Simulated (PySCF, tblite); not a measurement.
Species: C₃H₅F₃SSi.
Geometry (GFN2-xTB, Å), atoms numbered from 1 in this order:
```
atom  x, y, z in Å
C1     1.584    0.633    0.559
C2     1.206   -0.604   -0.168
S3     2.318   -1.707   -0.626
Si4   -0.591   -1.011   -0.620
C5    -1.695    0.468    0.013
F6    -1.611    0.654    1.348
F7    -1.363    1.651   -0.546
F8    -2.999    0.279   -0.257
H9     1.068    0.669    1.520
H10    2.659    0.681    0.721
H11    1.261    1.510   -0.004
H12   -0.776   -1.039   -2.067
H13   -1.065   -2.183    0.108
```

Jobs on this species (13 atoms, 80 electrons) with PySCF (density fitting) and tblite. Hardware of each: one thread, Arm Neoverse N1 (aarch64), no GPU, on a shared host. Other jobs ran on the host; a repeat could differ by tens of per cent or more.

```csv
level and settings,work,basis functions,SCF cycles,wall time
PBE0/pcSseg-1,"shieldings, charges and field gradients",175,?,?
GFN2-xTB,L-BFGS relaxation,–,–,2.8 s
GFN2-xTB,Hessian by finite differences,–,–,0.76 s
```

Fill in the missing figures.

- PBE0/pcSseg-1; shieldings, charges and field gradients: 46 s, 14 SCF cycles

What do all jobs in the table cost together?

About 50 s; the longest takes about 93 % of that, and about 61 times as long as the shortest.
